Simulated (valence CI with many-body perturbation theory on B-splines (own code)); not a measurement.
## Level structure of Sn9+

Computed by relativistic CI+MBPT: five valence electrons over a frozen Dirac-Fock core [Kr], radial functions for each j: 7 s, 7 p, 8 d, 6 f, 4 g, 1 h, with the one-electron correlation potential Σ1 (screened to all orders), the two-electron term Σ2, the three-electron term Σ3, Breit, model QED; selected single and double excitations, second order for the rest, scaled by the run's own slope (own B-spline code, finite nucleus).

No measured levels were compared; by estimate terms of the open shell hold to 2 to 4 % of their energy, and close levels can change places. Not all symmetries were solved, so the list stops early. Among the levels kept, up to 1400 cm⁻¹ of a level comes from second order outside the variational space, and about a tenth of that is noise between levels of different J, which matters for small intervals. Excitations out of the core, of the other parity, are not computed and may begin above about 50.1 eV (a cautious bound); beyond it only levels of the ground parity were kept, without lifetimes.

Levels 46 to 90 of 100, with energies above the lowest level, 4d5 6S_5/2. "Leading %" is the weight of the configuration and term that name the level; weights of strongly mixed levels are sums over their largest components and can fall short. In the jj column 3d3/2^4 stands for four electrons in 3d with j = 3/2.

```csv
No.,Configuration,Term,J,E (eV),Leading %,g,Leading jj
46,4d4 5s,4D,7/2,58.082,74,1.325,4d3/2^3 4d5/2 5s (40 %)
47,4d4 5s,4P,1/2,58.583,70,2.405,4d3/2^2 4d5/2^2 5s (48 %)
48,4d4 5s,4H,7/2,58.666,67,0.825,4d3/2^2 4d5/2^2 5s (53 %)
49,4d4 5s,4H,9/2,58.742,56,1.059,4d3/2^3 4d5/2 5s (54 %)
50,4d4 5s,4H,11/2,59.208,78,1.154,4d3/2^2 4d5/2^2 5s (92 %)
51,4d4 5s,4G,5/2,59.288,60,0.767,4d3/2^2 4d5/2^2 5s (56 %)
52,4d4 5s,4G,7/2,59.490,39,1.047,4d3/2^2 4d5/2^2 5s (50 %)
53,4d4 5s,4P,3/2,59.507,82,1.663,4d3/2^2 4d5/2^2 5s (55 %)
54,4d4 5s,4H,13/2,59.533,88,1.213,4d3/2^2 4d5/2^2 5s (72 %)
55,4d4 5s,4F,3/2,59.545,86,0.470,4d3/2^2 4d5/2^2 5s (57 %)
56,4d4 5s,4H,9/2,59.727,33,1.122,4d3/2^2 4d5/2^2 5s (48 %)
57,4d4 5s,4F,5/2,59.926,42,0.936,4d3/2^2 4d5/2^2 5s (44 %)
58,4d4 5s,2H,9/2,60.237,42,1.056,4d3/2^2 4d5/2^2 5s (79 %)
59,4d4 5s,2P,1/2,60.247,63,0.682,4d3/2^2 4d5/2^2 5s (68 %)
60,4d4 5s,2H,11/2,60.347,47,1.103,4d3/2^2 4d5/2^2 5s (81 %)
61,4d4 5s,4P,5/2,60.364,55,1.463,4d3/2^2 4d5/2^2 5s (65 %)
62,4d4 5s,4F,7/2,60.435,44,1.092,4d3/2^2 4d5/2^2 5s (57 %)
63,4d4 5s,4F,9/2,60.507,35,1.168,4d3/2^2 4d5/2^2 5s (68 %)
64,4d4 5s,2G,7/2,60.708,36,1.090,4d3/2 4d5/2^3 5s (44 %)
65,4d4 5s,4D,7/2,60.954,68,1.312,4d3/2^2 4d5/2^2 5s (52 %)
66,4d4 5s,4G,11/2,60.979,57,1.183,4d3/2 4d5/2^3 5s (84 %)
67,4d4 5s,4D,3/2,61.006,59,1.165,4d3/2^2 4d5/2^2 5s (54 %)
68,4d4 5s,2F,5/2,61.065,42,1.065,4d3/2 4d5/2^3 5s (46 %)
69,4d4 5s,2G,7/2,61.322,61,1.000,4d3/2^2 4d5/2^2 5s (52 %)
70,4d4 5s,4D,5/2,61.434,35,1.207,4d3/2 4d5/2^3 5s (58 %)
71,4d4 5s,4D,1/2,61.593,80,0.219,4d3/2 4d5/2^3 5s (79 %)
72,4d4 5s,2I,13/2,61.681,87,1.094,4d3/2 4d5/2^3 5s (72 %)
73,4d4 5s,2G,9/2,61.817,81,1.099,4d3/2 4d5/2^3 5s (77 %)
74,4d4 5s,2P,3/2,61.836,44,1.207,4d3/2 4d5/2^3 5s (50 %)
75,4d4 5s,2I,11/2,61.894,68,0.977,4d3/2 4d5/2^3 5s (89 %)
76,4d4 5s,2D,5/2,62.010,70,1.160,4d3/2^2 4d5/2^2 5s (39 %)
77,4d4 5s,2D,3/2,62.361,77,0.870,4d3/2 4d5/2^3 5s (58 %)
78,4d4 5s,2G,9/2,62.611,66,1.130,4d5/2^4 5s (40 %)
79,4d4 5s,2G,7/2,62.827,56,0.980,4d5/2^4 5s (54 %)
80,4d4 5s,2S,1/2,63.014,80,1.949,4d3/2 4d5/2^3 5s (75 %)
81,4d4 5s,2D,5/2,63.189,55,1.269,4d3/2^2 4d5/2^2 5s (60 %)
82,4d4 5s,2D,3/2,63.389,54,0.866,4d3/2^2 4d5/2^2 5s (53 %)
83,4d4 5s,2F,7/2,63.581,72,1.169,4d3/2 4d5/2^3 5s (65 %)
84,4d4 5s,2F,5/2,63.693,68,0.935,4d3/2 4d5/2^3 5s (72 %)
85,4d4 5s,4P,5/2,64.309,74,1.479,4d3/2^2 4d5/2^2 5s (47 %)
86,4d4 5s,4F,9/2,64.591,86,1.308,4d3/2^2 4d5/2^2 5s (61 %)
87,4d4 5s,4F,3/2,64.673,49,0.967,4d3/2^2 4d5/2^2 5s (44 %)
88,4d4 5s,4F,7/2,64.881,74,1.204,4d3/2 4d5/2^3 5s (61 %)
89,4d4 5s,4F,5/2,64.899,72,1.048,4d3/2 4d5/2^3 5s (60 %)
90,4d4 5s,4P,3/2,64.939,45,1.148,4d3/2 4d5/2^3 5s (46 %)
```

Names give the largest LS component (configuration and term), which can be under half, so a name can repeat, a term be missing and a line seem to break the LS rules; names also repeat where a configuration has a term twice.

Where two levels of one J and parity lie close, their mixing, g and order are uncertain.
